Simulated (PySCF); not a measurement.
H₂OSeZn, SMILES [OH][Zn][SeH]. Atoms are numbered in the order given.

```xyz
5

Zn     0.0094     0.8646     0.0000
O     -0.1187     2.6433     0.0000
H      0.7256     3.1125     0.0000
Se    -0.0439    -1.4327     0.0000
H      1.4333    -1.4867     0.0000
```
Charge 0, spin multiplicity 1.

Geometry: B3LYP-D3(BJ)/def2-SVP. The geometry has at least one imaginary mode, so it is a saddle point at that level. Other conformers were not sampled.

Level of theory: KT2/pcSseg-1 (PySCF).

GIAO shieldings, no solvent; atoms alike by connectivity are averaged. δ = σ(ref) − σ: ¹⁷O against H2O (σ = 330.4 ppm); ¹H against TMS (σ = 31.47 ppm); ⁷⁷Se against Me2Se (σ = 1692.1 ppm), references at their B3LYP-D3(BJ)/def2-TZVP geometries, non-relativistic.

Computed chemical shifts:
| nucleus | atoms | count | δ (ppm) |
|---|---|---|---|
| ¹⁷O | O2 | 1 | 35.6 |
| ¹H | H3 | 1 | 1.52 |
| ¹H | H5 | 1 | -0.28 |
| ⁷⁷Se | Se4 | 1 | -637.2 |
